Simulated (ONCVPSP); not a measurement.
## What one change does to a pseudopotential (Pd (Z = 46), ONCV)

ONCVPSP 4.0.1 input, shortened (lines: element, Z, core and valence counts, functional; n l f; lmax; l rc ep ncon nbas qcut; lloc lpopt rc5 dvloc0; l nproj debl; icmod fcfact rcfact), PBEsol, non-relativistic:

```
  Pd 46.00    6    3  -116133      upf
    1    0    2.00
    2    0    2.00
    2    1    6.00
    3    0    2.00
    3    1    6.00
    3    2   10.00
    4    0    2.00
    4    1    6.00
    4    2   10.00
    2
    0    1.10    0.00    4    8    5.40
    1    1.70    0.00    4    8    8.10
    2    1.10    0.00    4    9    9.60
    2    5    1.10    0.00
    0    2    1.50
    1    1    3.60
    2    0    1.60
    3    2.00    1.65
```

In the s channel the program set the typed energies aside and used -2.884, 0.250 Ha.

Change: s: qcut 7.1; p: qcut 10.6; d: qcut 12.6.

Cutoffs: the cutoffs (Ha) at which the residual kinetic energy of the hardest occupied pseudo-wave falls to 1 and 0.1 mHa per electron; they do not see the model core or the augmentation charge, which bear on the density cutoff. Errors are all-electron minus pseudo energies relative to the spin-unpolarised reference configuration.

How do hardness, ghosts and transferability respond?

The potential gets softer (141 Ha and 170 Ha → 108 Ha and 145 Ha); the errors of the 3 common tests hardly move; neither file shows a bound ghost.

```tsv
quantity	base	changed
cutoff, loose	141 Ha	108 Ha
cutoff, tight	170 Ha	145 Ha
loose cutoff by channel	s 141 Ha, p 18 Ha, d 33 Ha	s 108 Ha, p 17 Ha, d 36 Ha
bound ghosts	none	none
GHOST(+) flags under 300 eV	none	none
tests with a reliable result	3 of 4	3 of 4
error for 4s2 4p6 4d9, meV [ΔE 9.26 eV]	+0.3	+0.4
error for 4s2 4p6 4d8, meV [ΔE 30.36 eV]	+3.2	+3.4
error for 4s2 4p6 4d9 5s1, meV [ΔE 2.20 eV]	-0.1	+0.3
s: phases at 1.12 bohr within 0.05 rad from the reference energy up to (Ha; the scan ends near 5)	to the end of the scan	to the end of the scan
p: phases at 1.73 bohr within 0.05 rad from the reference energy up to (Ha; the scan ends near 5)	0.6	0.7
d: phases at 1.12 bohr within 0.05 rad from the reference energy up to (Ha; the scan ends near 5)	to the end of the scan	to the end of the scan
rms error of d²Exc/dni dnj with the model core, mHa	1.21	0.91
```
